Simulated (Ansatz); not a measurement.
Compare A (`SC1N[SiH2]1`) with its isomer B (`C1N[SiH2]S1`).

Calculated with Ansatz (gas phase, PBE0-D4/def2-TZVP geometries, no zero-point term in ΔE). CBS: MP2 limit from def2 TZ/QZ plus the TZ coupled-cluster correction, frozen cores. Functionals use def2-TZVPP. B3LYP here is the variant with VWN-RPA as its local correlation; programs differ in this. Each species was taken in one conformer, which may not be the lowest.

(1) Which isomer does CCSD(T)/CBS put lower? Give the gap. (An estimate is asked.)

(2) Give E(B) − E(A) in kcal/mol with PBE-D4, PBE0-D4, r2SCAN-D4, B3LYP, CCSD(T)/def2-TZVPP, CCSD/def2-TZVPP, HF/def2-TZVPP. (Best estimate.)

(3) Does the order hold for the free energy at 298.15 K (harmonic terms from PBE0-D4)? (Estimate.)

Largest T1 diagnostic: 0.013.

## Answers

(1) Computed: B, by 38.6 kcal/mol.

(2) The calculation gave: PBE-D4 -35.1, PBE0-D4 -38.2, r2SCAN-D4 -36.6, B3LYP -36.9, CCSD(T)/def2-TZVPP -38.2, CCSD/def2-TZVPP -39.1, HF/def2-TZVPP -43.5. None reverses the order clearly.

(3) Ansatz gave: Yes: G(B) − G(A) = -36.0 kcal/mol, for one conformer each.

From r2SCAN to r2SCAN0 (25 % exact exchange), in def2-TZVPP and without D4, E(B) − E(A) moves by −2.2 kcal/mol. At CCSD(T), def2-SVP lies +1.3 kcal/mol from the extrapolated value and def2-TZVPP +0.4 kcal/mol.
